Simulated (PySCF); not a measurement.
A side-by-side comparison of computed properties.

First species: 2-chloro-4(1H)-pyridinone, C5H4ClNO.
Cartesian coordinates in Å at the GFN2-xTB level; atoms count from 1:
```xyz
12
C5H4ClNO angstrom
O     -0.920   -2.108    0.002
C     -0.386   -0.871    0.000
C     -1.161    0.288   -0.043
C     -0.514    1.509   -0.045
N      0.801    1.640   -0.005
C      1.522    0.539    0.038
Cl     3.225    0.757    0.094
C      1.000   -0.744    0.042
H     -1.885   -2.062   -0.029
H     -2.239    0.232   -0.075
H     -1.069    2.436   -0.080
H      1.628   -1.617    0.076
```

Second species: C8H12.
InChI=1S/C8H12/c1-2-4-5-3-6-7(4)8(5)6/h4-8H,2-3H2,1H3/t4-,5-,6+,7-,8+/m1/s1

Levels: PBE0/def2-SVPD for dipole moment, HOMO energy, LUMO energy, HOMO–LUMO gap, static isotropic polarisability and electronic spatial extent ⟨r²⟩ about the centre of nuclear charge; TDDFT PBE0/def2-SVPD for lowest singlet excitation; TDA PBE0/def2-SVPD for lowest triplet excitation (Tamm–Dancoff); GFN2-xTB for rotational constant A and rotational constant C. Geometries: GFN2-xTB. All species are isolated and taken at one optimised geometry, non-relativistic unless stated. Electronic properties by PySCF.

The conformers computed, where there is a choice (atom-mapped SMILES and torsion angles):
- `[OH:1][c:2]1[cH:3][cH:4][n:5][c:6]([Cl:7])[cH:8]1`: H–O1–C2–C3 0°
- `[CH3:1][CH2:2][C@@H:3]1[C@H:4]2[CH2:5][C@@H:6]3[C@H:7]2[C@H:8]13`: C1–C2–C3–C4 -77°

Which of the two has the higher rotational constant A, and by how much?

The second: 4.946 GHz against 3.685 GHz, a difference of 1.261 GHz.

Which of the two has the higher ⟨r²⟩, and by how much?

The first: 1144 bohr² against 972 bohr², a difference of 172 bohr².

Which of the two has the higher T1 energy, and by how much?

The second: 6.88 eV against 4.16 eV, a difference of 2.72 eV.

Which of the two has the higher rotational constant C, and by how much?

The second: 1.397 GHz against 0.920 GHz, a difference of 0.477 GHz.

Which has the higher static isotropic polarisability?

The second: 84.4 au against 82.0 au, a difference of 2.4 au.

Which has the higher HOMO energy?

The second: -7.11 eV against -7.60 eV, a difference of 0.49 eV.

Which of the two has the higher S1 energy, and by how much?

The second: 6.97 eV against 5.34 eV, a difference of 1.63 eV.

Which of the two has the higher HOMO–LUMO gap, and by how much?

The second: 8.02 eV against 6.68 eV, a difference of 1.34 eV.

On the first: The polarisability is 12.16 Å³ as a volume (1 au = 0.148185 Å³), or 1.24 au for each of the 66 electrons. The principal polarisabilities are 48.8, 85.6 and 111.7 au; their mean is the isotropic value.

On the second: The dipole equals about 0.8 × 10⁻³⁰ C·m (1 D = 3.33564 × 10⁻³⁰ C·m). The polarisability is 12.51 Å³ as a volume (1 au = 0.148185 Å³), or 1.41 au for each of the 60 electrons.
